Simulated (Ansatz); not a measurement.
`C[O][AlH][Br]` + SiH₄ → `[SiH3][AlH][Br]` + CH₃OH  (formal exchange of groups at the Al–O bond)

Calculated with Ansatz (gas phase, PBE0-D4/def2-TZVP geometries, no zero-point term in ΔE). CCSD(T)/CBS adds triple-zeta CCSD(T) − MP2 to the extrapolated MP2 energy (def2 sets, frozen cores). This one scheme is used for every species. Functionals use def2-TZVPP. HSE06 is defined as in plane-wave codes. For Br outer-core shells are correlated without core-valence functions, which leaves a few kJ/mol of doubt a bond. Scalar relativity is left out up to krypton. One conformer a species, not always the lowest.

**Question.** Is it downhill or uphill in electronic energy at CCSD(T)/CBS, and by how much? (Best estimate.)

**Answer.** Computed: Uphill: ΔE = +32.4 kcal/mol.

**Question.** What do these levels give: HSE06-D4, B2PLYP, r2SCAN, PBE0, HF/def2-SVP, CCSD/CBS(def2)? (An estimate is asked.)

**Answer.** The calculation gave: HSE06-D4 28.4, B2PLYP 34.4, r2SCAN 32.3, PBE0 28.4, HF/def2-SVP 35.7, CCSD/CBS(def2) 32.7 kcal/mol.

Largest T1 diagnostic among the species: 0.011.

At CCSD(T), def2-SVP lies +2.0 kcal/mol from the extrapolated value and def2-TZVPP +0.5 kcal/mol. Leaving LDA and LC-ωPBE aside and taking each functional with its dispersion term where it has one, the values, not all of them listed here, spread over 7.2 kcal/mol, from PBE-D4 to CAM-B3LYP-D4. LDA lies +1.6 kcal/mol from PBE without D4.
